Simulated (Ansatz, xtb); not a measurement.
## H5NSeSi: which of two conformers lies lower

Structure I is `N[Se][SiH3]`, a singlet and structure II is `N[Se][SiH3]`, a singlet. Both are isolated molecules in the gas phase, relaxed with B3LYP/6-31G*.

I (Å):

```xyz
8

N    -1.6213    0.1092   -0.5840
Se   -0.1647   -1.1294   -0.8054
Si    1.1696    0.0348    0.6638
H    -1.8407    0.4590   -1.5160
H     1.4071    1.4195    0.1827
H     0.5559    0.0841    2.0152
H     2.4620   -0.7023    0.7271
H    -2.4206   -0.4441   -0.2772
```

II (Å):

```xyz
8

N    -1.2970    0.6144   -3.1380
Se   -0.0053    1.8938   -2.5722
Si    1.0921    0.7042   -0.9243
H    -0.8119   -0.2210   -3.4618
H    -1.8735    0.3543   -2.3392
H     1.7005   -0.5375   -1.4765
H     0.1531    0.2998    0.1581
H     2.1561    1.5811   -0.3663
```

Which of the two would you expect CCSD(T)/def2-TZVP electronic energies to favour?

Structure I; the calculation gives E(II) − E(I) = +1.16 kcal/mol.

How the difference moves with the method:

```
            level      geometry  E(II) − E(I) (kcal/mol)  departure from the last row (kcal/mol)  job, with rough time for the two
     B3LYP/6-31G*  B3LYP/6-31G*                     +1.28                                   +0.11                optimisation, 48 s
     HF/def2-TZVP  B3LYP/6-31G*                     +0.94                                   −0.22           part of the CCSD(T) run
    MP2/def2-TZVP  B3LYP/6-31G*                     +1.27                                   +0.11           part of the CCSD(T) run
CCSD(T)/def2-TZVP  B3LYP/6-31G*                     +1.16                                                     single point, 1.7 min
```

None of the levels shown reverses the order. The largest departure from CCSD(T)/def2-TZVP is that of HF/def2-TZVP, 0.22 kcal/mol. Levels run at GFN2-xTB geometries aren't shown.

With harmonic frequencies from B3LYP/6-31G* (ideal gas, rigid rotor, one conformer each, 298.15 K, 1 atm): the zero-point term adds −0.09 kcal/mol; ΔH is +1.07 and ΔG +1.05 kcal/mol.

The correlated steps freeze 15 core orbitals; the filled d shell of Se is correlated, in a basis made for valence electrons. Codes used: Ansatz 0.2.0; the last row on 1 thread of Arm Neoverse V1 on a shared host.
